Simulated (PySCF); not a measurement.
Compound: C₅H₁₄P₂.
SMILES with atom numbers: `[CH3:1][CH2:2][CH2:3][P:4]([CH3:5])[CH2:6][PH2:7]` (hydrogens: H8, H9, H10 on C1; H11, H12 on C2; H13, H14 on C3; H15, H16, H17 on C5; H18, H19 on C6; H20, H21 on P7)

All values: PBE0/pcSseg-1 and CAM-B3LYP/def2-SVPD (PySCF, non-relativistic), on one gas-phase PBE0-D3(BJ)/def2-SVP geometry that isn't relaxed in the solvent. The solvent is an IEF-PCM continuum (Bondi radii, 1.10 Å for H, scaled by 1.2). The model holds no explicit solvent molecules, cavitation or dispersion.

Gas phase at PBE0/pcSseg-1: HOMO -6.36 eV, LUMO 0.61 eV, dipole 0.43 D.

Problem. What does the continuum do to the energy, the frontier levels and the dipole at PBE0/pcSseg-1 in chloroform?

Solution. 
| solvent | ε | E(solvent) − E(gas) (kcal/mol) | polarisation term (kcal/mol) | distortion of the solute (kcal/mol) | HOMO (eV) | LUMO (eV) | dipole (D) |
| --- | --- | --- | --- | --- | --- | --- | --- |
| chloroform | 4.711 | -2.73 | -2.99 | 0.26 | -6.39 | 0.76 | 0.68 |

The polarisation term is half the interaction of the solute with the surface charges that it induces; the rest is the cost of distorting the solute's density. The sum is the electrostatic part of solvation alone.

Problem. Which Mulliken charges (PBE0/pcSseg-1) respond most in chloroform (means over atoms taken as equivalent)?

Solution. 
```tsv
atoms	environment	gas (e)	solvent (e)	change
P4	phosphine phosphorus	+0.317	+0.270	-0.047
P7	phosphine phosphorus	+0.054	+0.023	-0.031
H20/H21	P–H hydrogen	+0.043	+0.054	+0.011
C1	methyl carbon	-0.272	-0.281	-0.009
H18/H19	methylene hydrogen	+0.178	+0.187	+0.009
C6	sp3 carbon bound to phosphorus	-0.655	-0.647	+0.008
```

Gas phase at CAM-B3LYP/def2-SVPD: HOMO -7.61 eV, LUMO 1.20 eV, dipole 0.34 D.

Problem. What does the continuum do to the energy, the frontier levels and the dipole at CAM-B3LYP/def2-SVPD in chloroform?

Solution. 
| solvent | ε | E(solvent) − E(gas) (kcal/mol) | polarisation term (kcal/mol) | distortion of the solute (kcal/mol) | HOMO (eV) | LUMO (eV) | dipole (D) |
| --- | --- | --- | --- | --- | --- | --- | --- |
| chloroform | 4.711 | -2.50 | -2.82 | 0.32 | -7.61 | 1.39 | 0.57 |

Problem. How does the static polarisability (CAM-B3LYP/def2-SVPD, frozen core, with the continuum's full static response) change?

Solution. 
```
    medium  isotropic (au)  principal values (au)  ⟨r²⟩ of the electrons (bohr²)
       gas           115.3    102.4, 109.7, 133.7                         1630.7
chloroform           147.9    136.0, 142.9, 164.9                         1630.7
```

The isotropic value in chloroform is 1.28 times the gas-phase one; no cavity-field correction is applied. ⟨r²⟩ is taken about the centre of nuclear charge.

Shape of the structure used: `[CH3:1][CH2:2][CH2:3][P:4]([CH3:5])[CH2:6][PH2:7]`: C1–C2–C3–P4 -176°, C2–C3–P4–C5 -71°, C3–P4–C6–P7 57°, H–P7–C6–P4 84°, H–P7–C6–P4 178°.
